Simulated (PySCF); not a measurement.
Isomers of C8H10.

All values: PBE0/def2-SVPD (PySCF) at GFN2-xTB geometries, gas phase, one conformer each. Core orbitals are frozen in the response; Δα² is half the sum of the squared differences of the principal polarisabilities.

Task: Rank by polarisability anisotropy Δα, lowest first.
A. `C#CC(C)=C1CCC1`
B. `[CH:1]#[C:2][C:3]1=[CH:4][CH2:5][CH2:6][CH2:7][CH2:8]1` with C3–C4–C5–C6 -15°, C4–C5–C6–C7 46°, C5–C6–C7–C8 -65°, C6–C7–C8–C3 48° (1-ethynylcyclohexene)
C. `[CH:1]#[C:2][C:3]#[C:4][C@H:5]([CH3:6])[CH2:7][CH3:8]` with C4–C5–C7–C8 -64°
D. `C[C@@]12[C@H]3[C@@H]1C=C[C@]32C`
E. `[CH:1]#[C:2][C@@H:3]1[CH:4]=[CH:5][CH2:6][CH2:7][CH2:8]1` with C2–C3–C4–C5 -106°, C4–C5–C6–C7 16°, C5–C6–C7–C8 -47°, C6–C7–C8–C3 64°
F. o-xylene, `Cc1ccccc1C`

Result: D (2.57 Å³), E (4.28 Å³), F (7.32 Å³), B (8.01 Å³), A (8.30 Å³), C (12.04 Å³).

Task: Rank by mean static polarisability, highest first.
A. `C[C@@]12[C@H]3[C@@H]1C=C[C@]32C`
B. 4-methylspiro(2.4)hepta-4,6-diene, `C1C2(C(C)=CC=1)CC2`
C. `C#CC(C)=C1CCC1`
D. `[CH:1]#[C:2][C:3]#[C:4][C@H:5]([CH3:6])[CH2:7][CH3:8]` with C4–C5–C7–C8 -64°
E. `[CH:1]#[C:2][C:3]1=[CH:4][CH2:5][CH2:6][CH2:7][CH2:8]1` with C3–C4–C5–C6 -15°, C4–C5–C6–C7 46°, C5–C6–C7–C8 -65°, C6–C7–C8–C3 48°

Result: D (15.03 Å³), C (14.10 Å³), E (13.72 Å³), B (13.22 Å³), A (12.47 Å³).

Task: Rank by HOMO energy, lowest first.
A. `[CH:1]#[C:2][C:3]#[C:4][C@H:5]([CH3:6])[CH2:7][CH3:8]` with C4–C5–C7–C8 -64°
B. `C#CC(C)=C1CCC1`
C. `C[C@@]12[C@H]3[C@@H]1C=C[C@]32C`
D. 4-methylspiro(2.4)hepta-4,6-diene (`CC1=CC=CC12CC2`)
E. o-xylene (`Cc1c(C)cccc1`)
F. `[CH:1]#[C:2][C:3]1=[CH:4][CH2:5][CH2:6][CH2:7][CH2:8]1` with C3–C4–C5–C6 -15°, C4–C5–C6–C7 46°, C5–C6–C7–C8 -65°, C6–C7–C8–C3 48°

Result: A (-7.13 eV), E (-6.80 eV), F (-6.61 eV), B (-6.41 eV), C (-6.11 eV), D (-5.90 eV).

All values together:

```csv
SMILES,μ (D),HOMO (eV),LUMO (eV),α (Å³),Δα (Å³)
C#CC(C)=C1CCC1,1.07,-6.41,-0.49,14.10,8.30
Cc1ccccc1C,0.66,-6.80,0.01,13.55,7.32
C[C@@]12[C@H]3[C@@H]1C=C[C@]32C,1.17,-6.11,0.29,12.47,2.57
C#CC1=CCCCC1,1.15,-6.61,-0.49,13.72,8.01
C#CC#C[C@H](C)CC,1.34,-7.13,-0.47,15.03,12.04
CC1=CC=CC12CC2,1.18,-5.90,-0.45,13.22,5.41
CC1=CC2(C=C1)CC2,0.72,-6.02,-0.46,13.43,6.94
C#C[C@@H]1C=CCCC1,0.86,-7.15,0.27,13.01,4.28
```

Conformers: `[CH:1]#[C:2][C:3]1=[CH:4][CH2:5][CH2:6][CH2:7][CH2:8]1` with C3–C4–C5–C6 -15°, C4–C5–C6–C7 46°, C5–C6–C7–C8 -65°, C6–C7–C8–C3 48°; `[CH:1]#[C:2][C:3]#[C:4][C@H:5]([CH3:6])[CH2:7][CH3:8]` with C4–C5–C7–C8 -64°; `[CH:1]#[C:2][C@@H:3]1[CH:4]=[CH:5][CH2:6][CH2:7][CH2:8]1` with C2–C3–C4–C5 -106°, C4–C5–C6–C7 16°, C5–C6–C7–C8 -47°, C6–C7–C8–C3 64°.
